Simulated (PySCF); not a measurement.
**A small calculation by hand: chemical shift, span and skew from a shielding tensor**

Si(OH)4 (H₄O₄Si), SMILES O[Si](O)(O)O. Atoms are numbered in the order given.

```xyz
9

O     -1.1422    -0.8122     0.8747
Si     0.0000     0.0000     0.0000
O      0.8122    -1.1422    -0.8747
O     -0.8122     1.1422    -0.8747
O      1.1422     0.8122     0.8747
H     -0.8885    -1.6952     1.1682
H      1.6952    -0.8885    -1.1682
H     -1.6952     0.8885    -1.1682
H      0.8885     1.6952     1.1682
```

Geometry: B3LYP-D3(BJ)/def2-SVP. The isomer is the one that the SMILES or the coordinates give; other isomers of the formula were not compared. One conformer was computed; it need not be the lowest.

GIAO shieldings from PBE0/pcSseg-1 (PySCF), non-relativistic, no solvent. The symmetric part of the tensor of Si2 has the principal values 405.0, 405.0, 435.1 ppm. The same nucleus in TMS has σ = 352.7 ppm at this level (PySCF, at its B3LYP-D3(BJ)/def2-TZVP geometry).

### Question
Work out the isotropic shielding, the ²⁹Si shift against TMS, the span and the skew.

### Answer

σ(iso) = (σ11 + σ22 + σ33)/3 = 415.0 ppm. δ = σ(ref) − σ(iso) = 352.7 − (415.0) = -62.3 ppm.
Span Ω = σ33 − σ11 = 30.1 ppm. Skew κ = 3(σ(iso) − σ22)/Ω = 1.00, an axial tensor. Tumbling in solution averages the tensor to δ; in a static solid the shielding alone would spread this spin-1/2 line over Ω.
